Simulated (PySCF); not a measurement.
Gas-phase reaction: Mo2O6 + 4 F2 ⇌ 2 MoOF4 + 2 O2, at 1800 K and a standard pressure of 1 bar. Level: PBE0/def2-TZVP.

Energies from PySCF, thermal terms from the rigid-rotor harmonic-oscillator model, ideal gas at 1 bar. Open shells (unrestricted): O2 (multiplicity 3); the rest are closed-shell singlets. Mo: scalar-relativistic def2 core potential, no spin-orbit coupling. The harmonic model lacks anharmonicity and excited electronic states, which grow with temperature; levels with a mode under 35 cm⁻¹ are left out. Soft modes under 120 cm⁻¹ make the harmonic entropy rough for Mo2O6, MoOF4.

```csv
species,E (Ha),H(1800 K) − E (kJ/mol),S°(1800 K) (J/mol/K)
Mo2O6,-587.75517,334.8,674.2
F2,-199.40856,68.3,263.6
MoOF4,-542.75877,242.5,553.2
O2,-150.23561,69.6,263.5
```
E: electronic energy; H − E holds the zero-point and thermal terms. 1 Ha = 2625.5 kJ/mol.

Task: Work out ΔH°, ΔS°, ΔG° and log10 K from these numbers.

Result: 1. ΔE = 2×(-542.75877) + 2×(-150.23561) − 1×(-587.75517) − 4×(-199.40856) = -0.59935 Ha = -1573.6 kJ.
2. Δ(H − E) = 2×(242.5) + 2×(69.6) − 1×(334.8) − 4×(68.3) = 16.2 kJ, so ΔH° = -1557.4 kJ.
3. ΔS° = 2×(553.2) + 2×(263.5) − 1×(674.2) − 4×(263.6) = -95.2 J/K; the number of gas molecules changes by -1.
4. ΔG° = ΔH° − TΔS° = -1557.4 − 1800×(-95.2)/1000 = -1386.0 kJ.
5. log10 K = −ΔG°/(RT ln 10) = 40.22, with RT ln 10 = 34.46 kJ/mol; at standard pressures the products are favoured.
6. A shift of 10 kJ in ΔE would move log10 K by 0.29 here.
For scale, ΔH°(298 K) is -1569 kJ at this level, -1547 kJ at ωB97M-V/def2-TZVP†, and runs from -1842 to -1293 kJ over the 17 levels computed († marks an energy on the PBE0/def2-TZVP geometry).
